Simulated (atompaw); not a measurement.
**Which setting gave this result? (fluorine, PAW (atompaw))**

Base potential:

- Element: F
- Generator: atompaw 4.2.0.5
- Type: PAW
- Functional: PBE
- Relativity: scalar-relativistic
- Frozen core: [He]
- Valence charge: 7
- Reference configuration: 2s2 2p5
- Partial waves: 2s (bound): rc 0.85 bohr; 2s channel at 0.05 Ry: rc 1.35 bohr; 2p (bound): rc 1.35 bohr; 2p channel at 1.4 Ry: rc 1.35 bohr
- Local potential: vpsmatchnc scheme with l = 2 at 0 Ry, radius 1.00 bohr
- Core correction: smooth core density matched at 1.15 bohr
- Augmentation charge: besselshape compensation charge, radius 1.20 bohr; PAW radius 1.35 bohr; waves and projectors: custom rrkj gramschmidtortho

Cutoffs, loose and tight: the cutoffs (Ry, on a coarse ladder) from which the occupation-weighted sum of valence levels, in a spherical-Bessel basis at the reference potential, stays within 10 and 1 mRy of its value at 400 Ry. They see the waves, projectors and local potential, not the compensation charge or the core.

Only the scale of all radii (base = 1) is moved (3 further runs of the sweep failed or gave no value and are left out):

```csv
scale of all radii (base = 1),"cutoff, loose","cutoff, tight",bound ghosts
0.83,70 Ry,120 Ry,none
0.99,40 Ry,80 Ry,none
1.04,40 Ry,70 Ry,none
1.11,35 Ry,60 Ry,none
```

One more run gave cutoff, loose: 50 Ry; cutoff, tight: 100 Ry; bound ghosts: none. Which value of the scale of all radii (base = 1) was used?

0.89. The tight cutoff moves one way along this sweep, from 120 Ry at 0.83 to 60 Ry at 1.11, which places the run between 0.83 and 0.99.
